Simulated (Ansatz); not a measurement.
Coupled-cluster run, `[F][ZnH]`.

```yaml
crystal:
  periodic: [false, false, false]
  atoms:
    - {symbol: F, position_ang: [-1.329663, 0.779491, -0.639285]}
    - {symbol: Zn, position_ang: [0.064504, -0.037826, 0.031011]}
    - {symbol: H, position_ang: [1.265159, -0.741666, 0.608273]}
basis:
  gaussian: {orbitals: def2-TZVPP}
correlation: {method: ccsd_t, frozen_orbitals: {F: 1, H: 0, Zn: 9}}
output: {orbitals: {seedname: orbitals}}
```

```sh
$ ansatz run in.yaml --threads 2 --pin off --events-out ev --progress --plain --max-ram 32768MiB --backend cpu
```

Log, shortened:

```
Functional definition: HF
738 factors; integrals over basis functions are off by at most 9.9e-4 eV
mean field evaluation 1: about -51097.3107 eV, gradient 3.5e1 eV
mean field evaluation 2: about -51097.4713 eV, gradient 3.5e1 eV
mean field evaluation 4: about -51099.8642 eV, gradient 3.0e0 eV
mean field evaluation 8: about -51099.8969 eV, gradient 5.3e-1 eV
mean field -51099.89740772 eV, -1877.8865929792 hartree, gradient 2.1e-6 eV, S^2 0.000000; 0 other end points of the search recorded, 0 dependent functions left out
10 core orbitals not correlated: weight in the atoms' cores, before any rotation towards them, 1.000 or more for the frozen orbitals, at most 0.000 for the correlated occupied ones
reference -51099.89740772 eV, -1877.8865929792 hartree; 10, 10 occupied and 89, 89 virtual orbitals, 738 factors
second order -20.91170656 eV of doubles, -0.00000000 eV of singles
cycle   1  -19.04642870 eV  change     1.9e0 eV  update   1.2e-1
cycle   2  -19.65692221 eV  change   -6.1e-1 eV  update   4.9e-2
cycle   3  -19.77974301 eV  change   -1.2e-1 eV  update   2.0e-2
cycle   4  -19.74513201 eV  change    3.5e-2 eV  update   6.6e-3
cycle   5  -19.73657052 eV  change    8.6e-3 eV  update   2.3e-3
cycle   6  -19.73898624 eV  change   -2.4e-3 eV  update   7.0e-4
cycle   7  -19.73933442 eV  change   -3.5e-4 eV  update   2.3e-4
cycle   8  -19.73904547 eV  change    2.9e-4 eV  update   8.3e-5
cycle   9  -19.73907385 eV  change   -2.8e-5 eV  update   2.3e-5
cycle  10  -19.73910862 eV  change   -3.5e-5 eV  update   1.1e-5
cycle  11  -19.73909054 eV  change    1.8e-5 eV  update   4.1e-6
perturbative correction -0.56455359 eV, -0.0207469619 hartree
Total energy: -51120.20105185 eV, -1878.6327381388 hartree
```

Hardware: 2 threads of an AMD EPYC 7R13 on a shared host. Wall time 3.1 s, peak host memory 0.37 GiB.

Correlation energy per correlated electron: -1.015 eV. T1 diagnostic: 0.0177.
